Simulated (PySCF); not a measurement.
Cartesian coordinates in Å; atom numbers follow the order of the lines, from 1:
```xyz
18

C    -2.211    0.096   -1.219
C    -1.331   -0.396   -0.365
C    -1.400   -0.153    1.123
O    -2.344    0.806    1.517
C    -0.159   -1.241   -0.807
C     1.085   -0.537   -0.578
C     2.108    0.079   -0.414
C     3.300    0.783   -0.103
N     3.722    1.083    1.047
H    -3.052    0.680   -0.886
H    -2.141   -0.082   -2.279
H    -1.695   -1.080    1.628
H    -0.394    0.119    1.484
H    -2.139    1.639    1.077
H    -0.141   -2.173   -0.233
H    -0.251   -1.482   -1.869
H     3.906    1.091   -0.951
H     3.126    0.774    1.815
```

[PySCF: NMR shieldings at PBE0/pcSseg-1/GIAO; geometry: GFN2-xTB; one averaged value for each set of equivalent atoms; relativity neglected; one conformer; no solvent model]

Scale: 13C and 1H vs TMS; 17O against H2O; NH3 for 15N (reference shieldings calculated alike).

| atoms | nucleus | count | δ (ppm) |
| --- | --- | --- | --- |
| C5 | 13C | 1 | 27.7 |
| H12/H13 | 1H | 2 | 4.61 |
| C7 | 13C | 1 | 84.9 |
| C3 | 13C | 1 | 68.7 |
| C2 | 13C | 1 | ? |
| N9 | 15N | 1 | 396.0 |
| C8 | 13C | 1 | ? |
| H10 | 1H | 1 | ? |
| H15/H16 | 1H | 2 | 3.16 |
| C6 | 13C | 1 | ? |
| H14 | 1H | 1 | 0.30 |
| H11 | 1H | 1 | 5.44 |
| C1 | 13C | 1 | ? |
| H18 | 1H | 1 | 11.97 |
| H17 | 1H | 1 | 7.75 |
| O4 | 17O | 1 | 32.3 |

Question: Complete the table.

Answer: 
- C8: 156.7 ppm, carbon bonded to C, N, H
- C2: 155.0 ppm, carbon bonded to 3 C
- C1: 116.2 ppm, carbon bonded to C, 2 H
- C6: 99.1 ppm, carbon bonded to 2 C
- H10: 5.57 ppm, hydrogen on a carbon bonded to C

OH/NH shifts are gas-phase values; hydrogen bonding in solution moves them, usually downfield. Shifts are as computed. Against solution values, carbons near 30 ppm lie about +3 ppm off and those near 130 ppm about +5 ppm. Of 1211 compounds with measured shifts, 218 miss one by over three times the rms of a fit or turn the order of signals round; such compounds aren't used in these exercises. Experimental scales use liquid or dissolved standards, which lie at an offset from isolated NH3 (liquid NH3: subtract about 20 ppm) and H2O (liquid H2O: subtract about 36 ppm). Unscaled 15N shifts of sp2 nitrogen come out 20 to 40 ppm too high even then.
